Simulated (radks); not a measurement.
Values are calculated unless marked as measured or tabulated.
Kinetic energies: the exact non-interacting value of the Kohn-Sham orbitals and orbital-free approximations, in hartree. Species: Bi [Hg] 6p3; Xe [Xe]; Be3+ 1s1. Level of theory: non-relativistic Kohn-Sham, exchange-only PBE, spin-polarised, spherical densities, point nucleus (a radial shooting solver on a logarithmic mesh with Libxc functionals). Every spin shell is full or empty, so the densities are truly spherical. Functionals are evaluated on that one density, not self-consistently.

functional	Bi	Xe	Be3+
exact	20094.2	7231.32	7.97457
Thomas-Fermi	19179	6856.2	7.3021
von Weizsacker	7025.4	2930.0	7.9746
TF + vW	26205	9786.2	15.277
TF + vW/9	19960	7181.7	8.1882
TF + vW/5	20584	7442.2	8.8970
LC94	20100	7235.3	8.1487
APBEK	20105	7238.8	8.1367
revAPBEK	20132	7251.1	8.2079
Perdew 92	19961	7182.4	8.1899
Thakkar	19937	7187.2	8.1648
Pearson	19930	7165.7	7.7838
LKT	23248	8577.1	12.957
PG1	22552	8286.9	12.372
DePristo-Kress	20056	7222.9	8.1982
Ernzerhof	20001	7200.9	8.4978
